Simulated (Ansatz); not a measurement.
`[CH3][In]([CH3])[N]=C=O`. Total charge 0; spin multiplicity 1. In: def2 effective core potential.

```xyz
12

C    -1.490    1.432    0.163
In    0.216    0.151    0.120
C     2.276    0.107    0.658
N    -0.275   -1.673   -0.733
C    -1.191   -2.276   -1.216
O    -2.055   -2.908   -1.698
H    -1.263    2.404    0.599
H    -2.278    0.950    0.744
H    -1.854    1.568   -0.857
H     2.562    0.962    1.270
H     2.877    0.102   -0.253
H     2.475   -0.817    1.202
```

**Question.** What are the harmonic wavenumbers in cm⁻¹ at PBE0-D4/def2-TZVP (Ansatz, finite differences of forces, unscaled)? (An estimate is asked.)

**Answer.** Computed: 26, 36, 43, 45, 108, 126, 139, 391, 496, 545, 654, 659, 669, 718, 732, 755, 1199, 1202, 1414, 1445, 1448, 1449, 1451, 2329, 3065, 3066, 3154, 3155, 3171, 3173.

**Question.** Is this a minimum?

**Answer.** Yes, all 30 modes are real.

**Question.** Give the ideal-gas thermochemistry at 298.15 K and 1 bar (rigid rotor, harmonic oscillator; point group C1, symmetry number 1).

**Answer.** Zero-point energy 220.5 kJ/mol; H(298) − E = 248.8 kJ/mol; entropy 441.0 J/(mol·K), of which translation 174.1, rotation 120.1, vibration 146.8; G(298) − E = 117.3 kJ/mol. Modes under 100 cm⁻¹ are hindered rotations or soft bends, so the harmonic entropy is rough.

**Question.** Rotational constants (cm⁻¹)?

**Answer.** 0.1289, 0.04008, 0.03093.
